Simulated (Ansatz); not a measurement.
CH$_{6}$BGaSi, relaxed with RKS PBE0-D4/def2-TZVP in the Gaussian-basis code of Ansatz from a PBE-D4/def2-SVP geometry. The force threshold is 0.005 eV/Å; the program also tests the step.

Total charge 0; spin multiplicity 1. The bonds changed during the relaxation, so this is another structure than the one it started from.

Start:

```xyz
10

B    -1.066   -1.171    0.205
Si   -0.991    0.558   -0.612
C     0.601    1.340    0.077
Ga    1.037   -0.630    0.180
H    -1.770   -2.144    0.060
H    -0.467   -1.131    1.339
H    -1.367    0.904   -2.032
H     0.499    1.881    1.037
H     1.227    1.923   -0.625
H     2.297   -1.529    0.370
```

```csv
step,energy (eV),largest force (eV/Å),largest move (Å)
1,-62053.7377,0.530,0.000
2,-62053.7711,0.202,0.026
3,-62053.7763,0.055,0.014
4,-62053.7765,0.014,0.005
5,-62053.7765,0.005,0.006
```

End:

```xyz
10

B    -1.066   -1.156    0.205
Si   -0.966    0.548   -0.610
C     0.594    1.326    0.073
Ga    1.032   -0.633    0.180
H    -1.753   -2.114    0.051
H    -0.466   -1.126    1.318
H    -1.374    0.907   -1.997
H     0.493    1.860    1.016
H     1.214    1.893   -0.620
H     2.293   -1.505    0.385
```

Run time 20 s (4 threads of an Arm Neoverse V2 on a shared host); peak host memory 0.49 GiB.
